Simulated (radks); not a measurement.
Question: Species: Ga3.25+. Configuration: [Ar] 3d(up 5, down 4.75) (fractional occupations, a model configuration). Method: scalar-relativistic Kohn-Sham, r2SCAN, spin-polarised, spherical densities, finite nucleus; meta-GGA in the generalised Kohn-Sham scheme; Fermi nuclear charge, rms radius 3.9973 fm; computed with a radial shooting solver on a logarithmic mesh with Libxc functionals. Some entries of the table are withheld. Estimate them.

orbital  occ.  eigenvalue (eV)  <r^2> (bohr^2)
1s down     1        -10299.84        0.003180
1s up       1        -10299.84        0.003180
2s up       1        -1313.559         0.05584
2s down     1        -1313.319         0.05582
2p up       3              (1)             (2)
2p down     3              (3)             (4)
3s up       1        -192.4155          0.4874
3s down     1        -192.0032          0.4877
3p up       3        -141.3767             (5)
3p down     3        -140.9660             (6)
3d up       5         -58.6592          0.7548
3d down  4.75         -58.2581          0.7588

Answer: 
(1) 2p up eigenvalue (eV): -1146.669
(2) 2p up <r^2> (bohr^2): 0.04457
(3) 2p down eigenvalue (eV): -1146.490
(4) 2p down <r^2> (bohr^2): 0.04456
(5) 3p up <r^2> (bohr^2): 0.5380
(6) 3p down <r^2> (bohr^2): 0.5386
